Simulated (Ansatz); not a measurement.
C2F6 (hexafluoroethane): methods side by side

C2F6: 8 atoms, total charge 0, spin state singlet. As SMILES, `FC(F)(F)C(F)(F)F`. Geometry: optimised at PBE0/def2-SVP.

| atom | x (Å) | y (Å) | z (Å) |
| --- | --- | --- | --- |
| F | 1.0615 | -0.7642 | 1.1513 |
| C | 0.6596 | -0.3955 | -0.0546 |
| F | 1.5912 | 0.3629 | -0.6105 |
| F | 0.4746 | -1.4735 | -0.7999 |
| C | -0.6596 | 0.3955 | 0.0546 |
| F | -0.4733 | 1.4761 | 0.7958 |
| F | -1.0641 | 0.7599 | -1.1518 |
| F | -1.5898 | -0.3612 | 0.6151 |

Each level gives the adiabatic electron affinity (to the doublet anion, shapes relaxed at PBE0/def2-SVP, no zero-point term) (eV). The values are calculated.

The electron affinity is E(neutral) − E(anion): positive where the electron is bound.

```tsv
level	kind	program	value (eV)	less CCSD(T)/def2-SVP	CPU time (all runs)
HF/def2-SVP	Hartree–Fock	Ansatz	-2.56	-0.15	3.7 s
SVWN5/def2-SVP	LDA	Ansatz	-2.22	+0.19	3.4 s
PBE/def2-SVP	GGA	Ansatz	-1.88	+0.53	7.1 s
PBE0-D4/def2-SVP	global hybrid	Ansatz	-1.98	+0.43	10 s
wB97M-V/def2-SVP	range-separated hybrid	Ansatz	-2.15	+0.26	42 s
B2PLYP/def2-SVP	double hybrid	Ansatz	-2.09	+0.32	15 s
RPA@PBE/def2-SVP	RPA	Ansatz	-2.04	+0.37	12 s
CCSD(T)/def2-SVP	coupled cluster or CI	Ansatz	-2.41	0.00	5.1 min
```

CCSD(T)/def2-SVP is the highest level here, not the true value. The values span -2.56 to -1.88 eV. Negative values mean that the anion is unbound at that level; they are set by how diffuse the basis is and aren't properties of the molecule, whose anion may well be bound. CPU times are rough (shared hosts, several kinds of processor and program).
